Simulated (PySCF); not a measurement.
C4H8OS, SMILES CC(=O)[C@H](C)S.

The structure is a stationary point at B3LYP-D3(BJ)/def2-SVP. One conformer was computed; it need not be the lowest.

These are PBE/def2-TZVP run with PySCF values and carry that method's errors.

The molecule is in vacuum.

Computed frontier levels, gap, dipole moment and polarisability:
```json
{
  "highest_occupied_level": "-5.54 eV",
  "lowest_empty_level": "-1.95 eV",
  "orbital_gap": "3.59 eV",
  "dipole_moment": "3.23 D",
  "quadrupole, principal values (traceless, Buckingham form, about the centre of nuclear charge)": "-7.79, 1.44, 6.34 D·Å",
  "mean_static_polarisability": "72.6 bohr³ (10.75 Å³)",
  "polarisability_principal_values": "67.6, 69.1, 81.0 bohr³"
}
```
